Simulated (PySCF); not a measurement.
selenium dioxide (O₂Se), SMILES O=[Se]=O. Geometry: PBE-D3(BJ)/def2-TZVP.

Problem. Give the equilibrium geometry at PBE-D3(BJ)/def2-TZVP (PySCF confirms it by a frequency run) as Cartesian coordinates in Å, and its point group. (The exact figures need the calculation; the answer reports its results.)

Solution. point group C2v.
```xyz
3

O      0.0000    -1.3685    -0.6041
Se     0.0000     0.0000     0.2843
O      0.0000     1.3685    -0.6041
```
